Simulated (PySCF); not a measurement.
# Hartree-Fock beside MP2: Cl2H2NSi cation

All numbers below are calculated, not measured. They come from PySCF 2.14.0, an open-source quantum chemistry program, on an isolated molecule that a program drew, which may never have been made. The molecule is Cl2H2NSi cation (charge +1, singlet), drawn as the SMILES string `N[Si+](Cl)Cl`.

The geometry was optimised and harmonic frequencies were computed with HF and MP2, all in the cc-pV(D+d)Z basis, for the commonest isotopes, with a restricted reference for singlets and an unrestricted one otherwise, and a frozen core in MP2. Each result is a local minimum of its method.

Geometry at the HF minimum:
```xyz
6
Cl2H2NSi cation, angstrom
N    -0.2286    0.4061    0.5653
Si    0.8349    1.4133   -0.1331
Cl    2.1459    2.3582    0.9668
Cl    0.7986    1.6755   -2.0699
H    -0.2575    0.2315    1.5571
H    -0.9261   -0.1073    0.0505
```

Lengths of the bonds as drawn, in Å (atoms numbered as above):
| bond | HF | MP2 |
|---|---|---|
| N1-Si2 | 1.623 | 1.642 |
| Si2-Cl3 | 1.955 | 1.963 |
| Si2-Cl4 | 1.955 | 1.963 |
| N1-H5 | 1.008 | 1.022 |
| N1-H6 | 1.008 | 1.022 |

Rotational constants, in GHz:
```
constant,HF,MP2
A,5.163,5.107
B,2.495,2.463
C,1.682,1.661
```

Harmonic frequencies in cm^-1, each column in rising order, so a row needn't be the same motion in every method:
| rank | HF | MP2 |
|---|---|---|
| 1 | 206 | 196 |
| 2 | 249 | 235 |
| 3 | 292 | 269 |
| 4 | 485 | 480 |
| 5 | 551 | 537 |
| 6 | 624 | 543 |
| 7 | 739 | 718 |
| 8 | 915 | 863 |
| 9 | 1105 | 1056 |
| 10 | 1666 | 1538 |
| 11 | 3724 | ? |
| 12 | 3825 | 3660 |

**Estimate the missing MP2 frequency from the HF column.**

A single factor s that minimises the squared misfit of MP2 against s times HF over the other rows is sum(HF x MP2) / sum(HF^2) = 0.9510, with an rms misfit of 24 cm^-1. For rank 11 it gives 0.9510 x 3724 = 3542 cm^-1. The calculation gives 3548 cm^-1, 6 cm^-1 above the estimate. The drawn bonds are on average 1.0 % longer in MP2 than in HF.
